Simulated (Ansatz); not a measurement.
BBrH$_{4}$O$_{2}$Si (`OB(Br)O[SiH3]`). Total charge 0; spin multiplicity 1.

Cartesian coordinates in Å:
```
O 1.272 0.215 2.053
B 0.496 0.405 0.969
Br -0.311 2.165 0.658
O 0.275 -0.597 0.109
Si -0.593 -0.749 -1.296
H 1.364 0.997 2.601
H -0.068 0.189 -2.317
H -0.408 -2.149 -1.739
H -2.027 -0.475 -1.036
```

Q: What are the harmonic wavenumbers in cm⁻¹ at PBE0-D4/def2-TZVP (Ansatz, finite differences of forces, unscaled)? (Estimate.)

A: The calculation gave: 77, 86, 105, 306, 346, 500, 543, 563, 721, 727, 821, 948, 955, 967, 1052, 1232, 1509, 2247, 2252, 2264, 3905.

Q: Is this a minimum?

A: Yes, all 21 modes are real.

Q: Give the ideal-gas thermochemistry at 298.15 K and 1 bar (rigid rotor, harmonic oscillator; point group Cs, symmetry number 1).

A: Zero-point energy 132.3 kJ/mol; H(298) − E = 153.0 kJ/mol; entropy 359.9 J/(mol·K), of which translation 171.7, rotation 118.8, vibration 69.3; G(298) − E = 45.7 kJ/mol. Modes under 100 cm⁻¹ are hindered rotations or soft bends, so the harmonic entropy is rough.

Q: And at 400, 500, 600, 800 and 1000 K?

A: 
| T (K) | H − E (kJ/mol) | S (J/mol/K) | G − E (kJ/mol) |
| --- | --- | --- | --- |
| 400 | 164.5 | 392.9 | 7.4 |
| 500 | 177.4 | 421.6 | -33.4 |
| 600 | 191.6 | 447.4 | -76.9 |
| 800 | 222.7 | 492.0 | -170.9 |
| 1000 | 256.3 | 529.5 | -273.2 |
